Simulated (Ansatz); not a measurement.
Program: Ansatz. Geometries: PBE0-D4/def2-TZVP. ΔE: electronic, gas phase. CBS: MP2 limit from def2 TZ/QZ plus the TZ coupled-cluster correction, frozen cores. Functionals use def2-TZVPP. For Ge outer-core shells are correlated without core-valence functions, which leaves a few kJ/mol of doubt a bond. Scalar relativity is left out up to krypton. One conformer a species, not always the lowest.

`O[Si](O)(F)[SiH3]` + `[F][GeH2][O][SiH3]` → `[SiH3][O][GeH2][SiH3]` + `O[Si](O)(F)F`  (redistribution)

| level | ΔE (kJ/mol) | difference from CCSD(T)/CBS |
| --- | --- | --- |
| PBE-D4 | -90.1 | 17.0 |
| PBE0-D4 | -99.1 | 8.0 |
| ωB97X-V | -94.3 | 12.8 |
| B2PLYP | -101.0 | 6.1 |
| PBE | -90.1 | 17.0 |
| r2SCAN | -102.4 | 4.7 |
| PBE0 | -99.1 | 8.0 |
| MP2/def2-TZVPP | -106.2 | 0.9 |
| SCS-MP2/def2-TZVPP | -102.9 | 4.2 |
| CCSD/def2-TZVPP | -106.9 | 0.2 |
| CCSD(T)/def2-TZVPP | -104.6 | 2.5 |
| HF/def2-QZVPP | -107.4 | -0.3 |
| SCS-MP2/def2-QZVPP | -103.8 | 3.3 |
| HF/CBS(def2) | -107.4 | -0.3 |
| MP2/CBS(def2) | -108.7 | -1.6 |
| CCSD/CBS(def2) | -109.4 | -2.3 |
| CCSD(T)/CBS | -107.1 | 0 |

Largest T1 diagnostic among the species: 0.013.

From PBE to PBE0 (25 % exact exchange), in def2-TZVPP and without D4, ΔE moves by −8.9 kJ/mol.
